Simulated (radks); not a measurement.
Species: Mg+. Configuration: [He] 2s2 2p4 3s1 3p2 (not the ground configuration). All-electron calculation, Dirac Kohn-Sham, PBE, spin-unpolarised, spherical densities, point nucleus; open shells are shared between the two j in proportion to 2j + 1. Program: a radial shooting solver on a logarithmic mesh with Libxc functionals.

Normalised radial functions P(r) = r R(r) (large component), r in bohr:

| r | 2s1/2 | 3p1/2 | 3p3/2 |
|---|---|---|---|
| 0.0132 | 0.2456 | 0.0030 | 0.0028 |
| 0.015 | 0.2728 | 0.0038 | 0.0036 |
| 0.01705 | 0.3021 | 0.0048 | 0.0046 |
| 0.01938 | 0.3333 | 0.0061 | 0.0059 |
| 0.02203 | 0.3661 | 0.0077 | 0.0075 |
| 0.02503 | 0.4002 | 0.0097 | 0.0095 |
| 0.02845 | 0.4350 | 0.0123 | 0.0120 |
| 0.03208 | 0.4676 | 0.0152 | 0.0149 |
| 0.03646 | 0.5013 | 0.0192 | 0.0188 |
| 0.04144 | 0.5327 | 0.0240 | 0.0236 |
| 0.0471 | 0.5601 | 0.0299 | 0.0295 |
| 0.05353 | 0.5816 | 0.0372 | 0.0367 |
| 0.06084 | 0.5947 | 0.0460 | 0.0454 |
| 0.06915 | 0.5969 | 0.0565 | 0.0559 |
| 0.07859 | 0.5852 | 0.0691 | 0.0684 |
| 0.08932 | 0.5564 | 0.0839 | 0.0832 |
| 0.1015 | 0.5076 | 0.1011 | 0.1003 |
| 0.1154 | 0.4359 | 0.1208 | 0.1199 |
| 0.1311 | 0.3392 | 0.1428 | 0.1419 |
| 0.149 | 0.2165 | 0.1671 | 0.1661 |
| 0.1694 | 0.0682 | 0.1929 | 0.1920 |
| 0.1925 | -0.1033 | 0.2197 | 0.2188 |
| 0.2188 | -0.2932 | 0.2460 | 0.2452 |
| 0.2487 | -0.4941 | 0.2705 | 0.2697 |
| 0.2827 | -0.6962 | 0.2910 | 0.2904 |
| 0.3213 | -0.8877 | 0.3051 | 0.3048 |
| 0.3651 | -1.0550 | 0.3101 | 0.3100 |
| 0.415 | -1.1847 | 0.3029 | 0.3031 |
| 0.4717 | -1.2654 | 0.2808 | 0.2814 |
| 0.5361 | -1.2893 | 0.2417 | 0.2426 |
| 0.6093 | -1.2538 | 0.1841 | 0.1854 |
| 0.6925 | -1.1630 | 0.1081 | 0.1097 |
| 0.787 | -1.0269 | 0.0152 | 0.0171 |
| 0.8945 | -0.8606 | -0.0914 | -0.0892 |
| 1.017 | -0.6821 | -0.2065 | -0.2042 |
| 1.155 | -0.5087 | -0.3236 | -0.3214 |
| 1.313 | -0.3550 | -0.4353 | -0.4332 |
| 1.493 | -0.2307 | -0.5344 | -0.5326 |
| 1.696 | -0.1388 | -0.6127 | -0.6113 |
| 1.913 | -0.0795 | -0.6593 | -0.6583 |
| 2.174 | -0.0399 | -0.6744 | -0.6740 |
| 2.471 | -0.0179 | -0.6517 | -0.6518 |
| 2.808 | -0.0071 | -0.5941 | -0.5946 |
| 3.192 | -0.0024 | -0.5097 | -0.5106 |
| 3.627 | -0.0007 | -0.4109 | -0.4119 |
| 4.123 | -0.0002 | -0.3103 | -0.3113 |
| 4.686 | 0.0000 | -0.2185 | -0.2195 |
| 5.325 | 0.0000 | -0.1422 | -0.1430 |
| 6.053 | 0.0000 | -0.0845 | -0.0850 |
| 6.879 | 0.0000 | -0.0453 | -0.0457 |
| 7.819 | 0.0000 | -0.0217 | -0.0219 |
| 8.886 | 0.0000 | -0.0091 | -0.0092 |
| 10.1 | 0.0000 | -0.0033 | -0.0034 |
| 11.48 | 0.0000 | -0.0010 | -0.0011 |
| 13.05 | 0.0000 | -0.0003 | -0.0003 |

2s1/2: eigenvalue -121.77 eV, 1 radial node at r = 0.179 bohr, <r> = 0.654 bohr, 90 % of the charge inside 1.03 bohr. 3p1/2: eigenvalue -11.894 eV, 1 radial node at r = 0.802 bohr, <r> = 2.55 bohr, 90 % of the charge inside 3.89 bohr. 3p3/2: eigenvalue -11.865 eV, 1 radial node at r = 0.804 bohr, <r> = 2.55 bohr, 90 % of the charge inside 3.89 bohr.
